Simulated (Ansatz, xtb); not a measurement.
**Relative energy of two isomers of C5H4BrFO**

Structure a is `O=C1CCC(F)=C1Br`, a singlet and structure b is `FC1=C[C@H](Br)C=CO1`, a singlet. Both are isolated molecules in the gas phase, relaxed with B3LYP-D3(BJ)/def2-SVP; the shapes shown needn't be the lowest conformers.

a (Å):

```tsv
atom	x (Å)	y (Å)	z (Å)
C	-1.5799	0.8153	0.7311
C	-1.7529	-0.3110	1.7639
C	-1.3390	-1.6152	1.0536
C	-0.9590	-1.1512	-0.3171
C	-1.0839	0.1758	-0.5138
Br	-0.7102	1.1238	-2.0790
F	-0.5439	-2.0288	-1.2096
O	-1.8066	1.9852	0.9114
H	-1.1300	-0.0846	2.6424
H	-2.7986	-0.3210	2.1062
H	-2.1538	-2.3565	0.9928
H	-0.4860	-2.1229	1.5347
```

b (Å):

```xyz
12

C    -1.1137    0.8520   -0.0563
C    -1.3355    0.6252    1.2474
C    -1.5447   -0.7535    1.7228
C    -1.7586   -1.6979    0.6058
C    -1.5266   -1.3378   -0.6642
Br    0.1439   -1.3964    2.7948
F    -0.8639    2.0388   -0.5674
O    -1.1503   -0.0718   -1.0266
H    -1.2966    1.4614    1.9441
H    -2.2791   -0.8416    2.5291
H    -2.0615   -2.7237    0.8182
H    -1.6228   -1.9871   -1.5336
```

Question: Estimate E(b) − E(a) at the level CCSD(T)/def2-SVP + ΔMP2/def2-TZVPP.

Answer: Calculated at CCSD(T)/def2-SVP + ΔMP2/def2-TZVPP: E(b) − E(a) = +0.633 eV, so structure a lies lower.

Level by level:

```
                             level               geometry  E(b) − E(a) (eV)  departure from the last row (eV)  job, with rough time for the two
                          GFN2-xTB               GFN2-xTB              +0.094                            −0.539              optimisation, 0.17 s
                         HF/STO-3G               GFN2-xTB              +0.900                            +0.267              single point, 0.58 s
                r2SCAN-D4/def2-SVP               GFN2-xTB              +0.546                            −0.087               single point, 5.4 s
             B3LYP-D3(BJ)/def2-SVP  B3LYP-D3(BJ)/def2-SVP              +0.480                            −0.152                optimisation, 42 s
                       HF/def2-SVP  B3LYP-D3(BJ)/def2-SVP              +0.626                            −0.007           part of the CCSD(T) run
                      MP2/def2-SVP  B3LYP-D3(BJ)/def2-SVP              +0.708                            +0.075           part of the CCSD(T) run
                  CCSD(T)/def2-SVP  B3LYP-D3(BJ)/def2-SVP              +0.651                            +0.018                      single point
CCSD(T)/def2-SVP + ΔMP2/def2-TZVPP  B3LYP-D3(BJ)/def2-SVP              +0.633                                                 single point, 3 min
```

As drawn, b has 1 C=C, 2 C–O in place of 1 C=O, 2 C–C. Structure a has a 5-membered ring, b a 6-membered ring.

The levels shown agree on the order. The largest departure from CCSD(T)/def2-SVP + ΔMP2/def2-TZVPP is that of GFN2-xTB, 0.539 eV. The last row adds to CCSD(T) the change of the MP2 difference between the two basis sets, here −0.018 eV.

With thermal terms from frequencies at re-optimised GFN2-xTB minima (ideal gas, soft modes damped towards free rotors, one conformer each, 298.15 K, 1 atm): on the last row, ΔE + ΔZPE = +0.635, ΔH = +0.626, ΔG = +0.646 eV.

The correlated steps freeze 16 core orbitals; the filled d shell of Br is correlated, in a basis made for valence electrons. Mirror images aren't counted in ΔG. Run with Ansatz 0.2.0, xtb 6.7.1; the last row on 4 threads of Arm Neoverse V1 on a shared host.
